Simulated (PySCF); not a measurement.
Be(F)(NMe2) (C2H6BeFN), SMILES C[N](C)[Be][F].

Geometry: PBE-D3(BJ)/def2-SVP. The structure was generated by enumeration; whether it is a known compound was not checked. Other conformers were not sampled.

The numbers are results of PySCF with PBE-D3(BJ)/def2-SVP, not measurements.

Frequencies are harmonic and unscaled.

```tsv
mode	ν (cm⁻¹)	IR (km/mol)	Raman (Å⁴/amu)	depolarisation	moving atoms (share of kinetic energy)
1	107	2.3	0.1	0.75	C 38 %, F 25 %, H 20 %, N 14 %
2	152	0.0	0.5	0.75	H 50 %, N 29 %, F 10 %
3	238	0.0	0.6	0.75	H 97 %
4	257	0.3	1.0	0.75	H 66 %, Be 17 %, N 10 %
5	335	0.1	2.5	0.53	C 39 %, H 35 %, F 18 %
6	373	71.8	7.3	0.75	Be 60 %, N 26 %
7	437	68.1	0.1	0.75	Be 80 %
8	590	2.3	10.0	0.05	F 38 %, C 31 %, H 16 %, N 14 %
9	981	16.1	5.9	0.59	C 41 %, H 33 %, N 20 %
10	1054	1.6	1.7	0.75	H 74 %, C 24 %
11	1068	0.0	2.1	0.75	H 80 %, C 20 %
12	1128	0.3	0.2	0.75	H 68 %, C 20 %, N 12 %
13	1196	83.0	0.6	0.75	N 58 %, C 34 %, H 8 %
14	1213	9.6	2.3	0.15	H 40 %, C 22 %, N 21 %, Be 12 %
15	1381	4.7	21.2	0.75	H 87 %, C 12 %
16	1394	0.0	45.0	0.75	H 97 %
17	1400	9.2	0.3	0.75	H 97 %
18	1408	34.3	9.8	0.57	H 80 %, C 19 %
19	1430	18.7	3.2	0.75	H 96 %
20	1436	25.5	38.7	0.67	H 90 %
21	1579	349.5	11.2	0.04	Be 60 %, N 23 %, H 10 %
22	2886	73.4	27.2	0.75	H 97 %
23	2892	112.9	322.7	0.00	H 97 %
24	2933	108.3	257.2	0.75	H 91 %, C 9 %
25	2944	0.0	35.2	0.75	H 90 %, C 10 %
26	3030	20.2	60.3	0.75	H 91 %, C 9 %
27	3030	29.4	93.8	0.56	H 91 %, C 9 %
```
